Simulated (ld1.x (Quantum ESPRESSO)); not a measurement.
**What one change does to a pseudopotential (Mg, TM)**

- Element: magnesium (Mg)
- Generator: ld1.x (Quantum ESPRESSO) 7.5
- Type: norm-conserving Troullier–Martins (Kleinman–Bylander form)
- Functional: PBEsol
- Relativity: scalar-relativistic
- Frozen core: [Ne]
- Valence charge: 2
- Reference configuration: 3s1.75 3p0.25
- Partial waves: 3s (bound): rc 2.20 bohr; 3p (bound): rc 3.85 bohr
- Local potential: the p channel
- Core correction: none

Change: core correction a·sin(br)/r model core inside 1.74 bohr.

Cutoffs: the cutoffs (Ry, on a coarse ladder) from which the occupation-weighted sum of valence levels, in a spherical-Bessel basis at the reference potential, stays within 10 and 1 mRy of its value at 400 Ry; they do not see the model core or the augmentation charge, which bear on the density cutoff. Errors are all-electron minus pseudo energies relative to the spin-unpolarised reference configuration.

Problem. What does the change do?

Solution. The potential gets neither clearly harder nor softer (6 Ry and 18 Ry → 6 Ry and 18 Ry); of the 6 tests that both files solve, the error grows in 1 and shrinks in 4 by more than 15 % and 0.3 meV (median size 2.8 → 0.6 meV); neither file shows a bound ghost. A model core, the more so a compact one, raises the density cutoff, which this test does not measure.

```csv
quantity,base,changed
"cutoff, loose",6 Ry,6 Ry
"cutoff, tight",18 Ry,18 Ry
bound ghosts,none,none
"error for 3s2 3p0, meV [ΔE -0.85 eV]",+0.3,-0.1
"error for 3s1 3p0, meV [ΔE 7.07 eV]",-0.7,-1.7
"error for 3s1.5 3p0, meV [ΔE 2.28 eV]",-1.0,-0.3
"error for 3s1 3p1, meV [ΔE 2.62 eV]",+4.5,-0.8
"error for 3s0 3p1, meV [ΔE 11.38 eV]",+62,+8.7
"error for 3s0 3p2, meV [ΔE 6.28 eV]",+35,+0.2
s: phases at 4.20 bohr within 0.05 rad from the reference energy up to (Ry; the scan ends near 5),0.8,0.8
p: phases at 4.20 bohr within 0.05 rad from the reference energy up to (Ry; the scan ends near 5),1.1,1.1
```
